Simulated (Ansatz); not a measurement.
Input for Ansatz (a quantum-chemistry and plane-wave program): R-PBE0/def2-TZVPP on BCl3 (SMILES ClB(Cl)Cl).

Ansatz 0.2 input:
```yaml
crystal:
  periodic: [false, false, false]
  atoms:
    - {symbol: B, position_ang: [-0.00000039, 0.00000000, 0.00000000]}
    - {symbol: Cl, position_ang: [1.74516755, -0.00000000, -0.00000000]}
    - {symbol: Cl, position_ang: [-0.87258358, 1.51136214, -0.00000000]}
    - {symbol: Cl, position_ang: [-0.87258358, -1.51136214, -0.00000000]}
basis:
  gaussian:
    orbitals: def2-TZVPP
hamiltonian:
  xc: {name: PBE0}
scf: {lower_state_search: off}
```

Output:

```
WARN ansatz: RAYON_NUM_THREADS=4 ignored (pool sized by the plan → 4); use --threads N
Functional definition: PBE0
these checks for a lower state are left out or cut short: stability, starts, cluster_reference, orbital_swaps, neighbouring_geometries, increment
integrals: 0.09 GiB planned
1144 factors; their error is unknown
mean field: 0.72 GiB planned
mean field evaluation 1: about -38235.1316 eV, gradient 1.4e1 eV
mean field evaluation 2: about -38235.2480 eV, gradient 1.4e1 eV
mean field evaluation 4: about -38235.5930 eV, gradient 8.4e-1 eV
mean field evaluation 8: about -38235.6961 eV, gradient 3.3e-3 eV
mean field -38235.69612732 eV, -1405.1359155935 hartree, gradient 6.6e-6 eV, S^2 0.000000; 0 other end points of the search recorded, 0 dependent functions left out
reference -38235.69615280 eV, -1405.1359165298 hartree; 28, 28 occupied and 129, 129 virtual orbitals, 1144 factors
Total energy: -38235.69615280 eV, -1405.1359165298 hartree
Checks for a lower state left out: stability, starts, cluster_reference, orbital_swaps, neighbouring_geometries, increment
```

Self-consistency was reached.

Cost: roughly 1.7 core-seconds.
